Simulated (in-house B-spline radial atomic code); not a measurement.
Settings and results of a run for Ru³⁺. Level of theory: non-relativistic Hartree-Fock with fractional occupations, spin-polarised, spherical fractional occupations, point nucleus; calculated with a B-spline radial code for spherical atoms.

Command:
```bash
python run_scf.py task.json out
```
Settings:
```
Z                44
configuration    [Kr] 4d5
hamiltonian      nr
method           hf,
spin_polarised   True
```

Output (hartree, bohr):
```
 radial grid: 51 intervals, B-splines of order 8, outer radius 28.1081 bohr

 iter        energy (Eh)    residual
    1       -4430.279286    5.99e-01
    2       -4437.878144    2.53e-01
    3       -4439.611711    8.09e-02
    4       -4439.764427    3.00e-02
    5       -4439.780122    1.04e-02
    6       -4439.782252    2.19e-03
    7       -4439.782291    4.82e-04
    8       -4439.782294    7.08e-05
    9       -4439.782294    2.69e-06
   10       -4439.782294    2.95e-07

 total energy                     -4439.78229
 kinetic                            4439.7823
 electron-nucleus                 -10522.4464
 Hartree                            1771.3304
 exact exchange                     -128.4486

 orbital      occ     eigenvalue          <r>       <r^2>       <1/r>       r_max
 1s up      1.000      -796.8293    0.0346241  0.00160433     43.4832     0.02292
 1s down    1.000      -796.8306    0.0346239  0.00160431     43.4833     0.02292
 2s up      1.000      -116.5133     0.150614   0.0266743     9.86398      0.1275
 2s down    1.000      -116.4538     0.150582   0.0266628      9.8664      0.1275
 2p up      3.000      -107.5922     0.129225   0.0203442     9.82951      0.1004
 2p down    3.000      -107.5354     0.129178   0.0203285     9.83248      0.1004
 3s up      1.000       -22.7464     0.412111     0.19413     3.47369      0.3715
 3s down    1.000       -22.7207     0.411841    0.193763     3.47395      0.3715
 3p up      3.000       -19.1859     0.406256    0.191549     3.37753      0.3593
 3p down    3.000       -19.1529     0.405928    0.191072     3.37743      0.3594
 3d up      5.000       -12.7018     0.381947    0.174078     3.20028      0.3014
 3d down    5.000       -12.6220     0.382798    0.174763     3.19277      0.3023
 4s up      1.000        -4.6978      1.04868     1.24094       1.281      0.9419
 4s down    1.000        -4.3691      1.03866     1.21794     1.29655      0.9338
 4p up      3.000        -3.5627      1.12909     1.45059     1.17614      0.9943
 4p down    3.000        -3.1472       1.1217     1.43391     1.18674      0.9852
 4d up      5.000        -1.7183      1.40848     2.31453    0.923926       1.162

 Slater integrals (Eh)
   F0(4p up,4p up)               0.797004
   F2(4p up,4p up)               0.423198
   F0(4p up,4p down)             0.799681
   F2(4p up,4p down)             0.424091
   F0(4p up,4d up)               0.706476
   F2(4p up,4d up)               0.357158
   G1(4p up,4d up)               0.450580
   G3(4p up,4d up)               0.277148
   F0(4p down,4p down)           0.802402
   F2(4p down,4p down)           0.425054
   F0(4p down,4d up)             0.708214
   F2(4p down,4d up)             0.356801
   F0(4d up,4d up)               0.641475
   F2(4d up,4d up)               0.328080
   F4(4d up,4d up)               0.216309
```

Run time, properties included: 0.43 s on 1 thread of Arm Neoverse N1 (shared host).
